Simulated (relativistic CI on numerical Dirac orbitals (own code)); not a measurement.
**Magnetism of Tb⁴⁺, 4f7, in a crystal field**

Calculated by Dirac-Coulomb-Breit CI, orbitals from a KLI potential per configuration, model QED (radiative potential, 1s self-energy scaled to tabulated hydrogen-like ionisation energies), valence Slater integrals scaled by 0.85, one configuration in a parametric crystal field (own radial code).

Field parameters in Wybourne normalisation; cubic f-shell fields have B⁴₄ = √(5/14) B⁴₀ and B⁶₄ = −√(7/2) B⁶₀. The field is a parameter set, without covalency.

S is read from ⟨S²⟩ = S(S + 1).

Powder χT (cm³ K mol⁻¹) by Van Vleck's formula, with temperature-independent terms:

| Field | 2 K | 5 K | 10 K | 20 K | 50 K | 100 K | 200 K | 300 K |
| --- | --- | --- | --- | --- | --- | --- | --- | --- |
| D3h, B20 = -80, B40 = -100, B60 = -800, B66 = 1050 cm⁻¹ | 7.82 | 7.82 | 7.82 | 7.82 | 7.82 | 7.82 | 7.82 | 7.82 |
| Oh, B40 = 2160, B60 = 1150 cm⁻¹ | 7.82 | 7.82 | 7.82 | 7.82 | 7.82 | 7.82 | 7.82 | 7.82 |

**Question.** For Oh, B40 = 2160, B60 = 1150 cm⁻¹: what effective moment follows at 300 K?

**Answer.** μ_eff = √(8χT) = 7.91 μB. The LS value g√(J(J + 1)) of the free ion's 8S°_7/2 level is 7.94 μB.
